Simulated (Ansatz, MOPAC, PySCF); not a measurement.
Noncovalent pair: C2H2 (SMILES C#C) (first 4 atoms) with H2 (SMILES [H][H]); geometry from B3LYP-D3(BJ)/def2-TZVP.
(charge 0, multiplicity 1):
```xyz
6

C     -0.90170    -0.13644     0.23430
C      0.23327     0.02095    -0.11132
H     -1.90938    -0.27599     0.54168
H      1.24150     0.16060    -0.41688
H      0.55929     0.09532     3.02002
H      0.77682     0.13251     3.73133
```

Counterpoise-corrected where a basis set is named; no monomer relaxation.

The state that PM3 reach isn't checked.

Run with Ansatz (Gaussian basis) for Hartree–Fock, density functionals and correlated methods; MOPAC for PM3 (differences of heats of formation); PySCF for the dispersion terms. 

**Question.** One of these levels gives -0.44 kcal/mol for the interaction energy. Which one is it?
A) SVWN5/def2-TZVPPD
B) revPBE-D4/def2-TZVPPD
C) PM3

**Answer.** B, revPBE-D4/def2-TZVPPD. The others give -0.02 (PM3), -0.89 (SVWN5/def2-TZVPPD)

Ansatz is a quantum-chemistry and plane-wave program.
